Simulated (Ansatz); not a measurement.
`[CH3][GeH]([F])[F]` + `B[SiH2]OCC` → `CC[O][GeH]([CH3])[F]` + `B[SiH2]F`  (redistribution)

Isolated molecules relaxed with PBE0-D4/def2-TZVP in Ansatz; ΔE leaves out vibrations. CCSD(T)/CBS adds triple-zeta CCSD(T) − MP2 to the extrapolated MP2 energy (def2 sets, frozen cores). DFT in def2-TZVPP. For Ge outer-core shells are correlated without core-valence functions, which leaves a few kJ/mol of doubt a bond. Scalar relativity is left out up to krypton. One conformer a species, not always the lowest.

`[CH3][GeH]([F])[F]`:

```xyz
8

C    -0.071    0.754    0.740
Ge    0.033   -0.693   -0.520
F     1.590   -0.650   -1.276
F    -1.076   -0.377   -1.811
H    -1.068    0.796    1.180
H     0.666    0.615    1.532
H     0.132    1.691    0.221
H    -0.206   -2.135   -0.066
```

`B[SiH2]OCC`:

Z-matrix (Å, degrees):
```
Si
O 1 1.649
B 1 2.006 2 115.9
H 1 1.487 2 105.4 3 122.9
H 1 1.501 2 110.2 3 -120.5
C 2 1.413 1 122.1 3 60.4
H 3 1.197 1 124.4 2 -8.9
H 3 1.198 1 118.7 2 172.3
C 6 1.508 2 109.4 1 -174.0
H 6 1.099 2 109.7 1 64.9
H 6 1.099 2 110.1 1 -52.9
H 9 1.093 6 110.4 2 -179.5
H 9 1.092 6 110.5 2 60.4
H 9 1.092 6 110.4 2 -59.4
```

`CC[O][GeH]([CH3])[F]`:

```xyz
15

C    -1.703   -1.351   -1.467
C    -1.289   -0.075   -0.777
O    -0.085   -0.307   -0.066
Ge    0.783    1.039    0.665
C     2.341    0.319    1.533
F    -0.265    1.707    1.891
H    -1.854   -2.147   -0.736
H    -0.935   -1.674   -2.172
H    -2.637   -1.202   -2.015
H    -1.150    0.726   -1.518
H    -2.074    0.255   -0.085
H     0.959    2.178   -0.356
H     2.861    1.103    2.085
H     2.030   -0.463    2.226
H     3.019   -0.108    0.793
```

`B[SiH2]F`:

Z-matrix (Å, degrees):
```
Si
F 1 1.607
B 1 2.000 2 113.6
H 1 1.490 2 107.3 3 -121.7
H 1 1.490 2 107.3 3 121.8
H 3 1.197 1 118.1 2 179.8
H 3 1.194 1 124.1 2 -0.2
```

| level | ΔE (kcal/mol) |
| --- | --- |
| PBE-D4 | -2.6 |
| ωB97X-V | -3.0 |
| CCSD(T)/def2-TZVPP | -3.9 |
| SCS-MP2/def2-QZVPP | -4.1 |

(1) What does CCSD(T)/CBS give? (Estimate.)

Largest T1 diagnostic among the species: 0.012.

Results:

(1) Computed: -4.2 kcal/mol. The listed levels differ from it by 1.6, 1.2, 0.3, 0.1 kcal/mol.

In def2-TZVPP, CCSD(T) changes the Hartree–Fock value by −0.8 kcal/mol (the triples alone add −0.0 kcal/mol) and MP2 by −0.9 kcal/mol.
